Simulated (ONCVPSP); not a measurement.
# praseodymium, ONCV: configuration errors across variants

praseodymium, optimised norm-conserving Vanderbilt (ONCV), made with ONCVPSP 4.0.1 (PBEsol, fully relativistic). Core [Kr] 4d10 4f2, reference 5s2 5p6 5d1 6s1 (charge +1). Waves: 5s+6s: rc 1.90 bohr, ncon 3, nbas 8, qcut 6.1 1/bohr, 2 projectors; 5p: rc 2.25 bohr, ncon 5, nbas 9, qcut 6.8 1/bohr, 2 projectors, debl 2.8 Ha; 5d: rc 3.25 bohr, ncon 4, nbas 8, qcut 4.6 1/bohr, 2 projectors, debl 3.1 Ha. Local part: polynomial inside 1.85 bohr (lpopt 3, dvloc0 6 Ha). Core correction: Teter function, fcfact 2.25, rcfact 1.3.

Open shells are filled in proportion to 2j + 1.

All-electron excitation energies from the reference (eV): (1) 5s2 5p6 5d1 6s2 -6.201; (2) 5s2 5p6 5d1 6s0 11.215; (3) 5s2 5p6 5d0 6s0 30.519.

5 further variants failed, have other tests or too few solved ones, and are left out.

A true bound ghost makes a file unfit for plane-wave use even where its test errors are small: the radial tests pick states by their node count and pass the ghost by.

Errors AE − PS in meV (a dash: test not solved or not reliable):

```json
{"change": "base", "(1)": "+0.2", "(2)": "+3.5", "(3)": "-20", "bound ghosts": "s", "GHOST(+) flags above zero": "p3/2, d3/2"}
{"change": "s: qcut 3.7", "(1)": "-0.2", "(2)": "+1.6", "(3)": "-21", "bound ghosts": "none", "GHOST(+) flags above zero": "p3/2, d3/2"}
{"change": "s: qcut 4.4", "(1)": "0.0", "(2)": "+2.4", "(3)": "-21", "bound ghosts": "none", "GHOST(+) flags above zero": "p3/2, d3/2"}
{"change": "s: qcut 5.4", "(1)": "+0.3", "(2)": "+3.2", "(3)": "-20", "bound ghosts": "none", "GHOST(+) flags above zero": "s, p3/2, d3/2"}
```

(1) Give the same row for: s: qcut 5.

Answers

(1) +0.2, +2.9, -20; bound ghosts: none; GHOST(+) flags above zero: p3/2, d3/2.
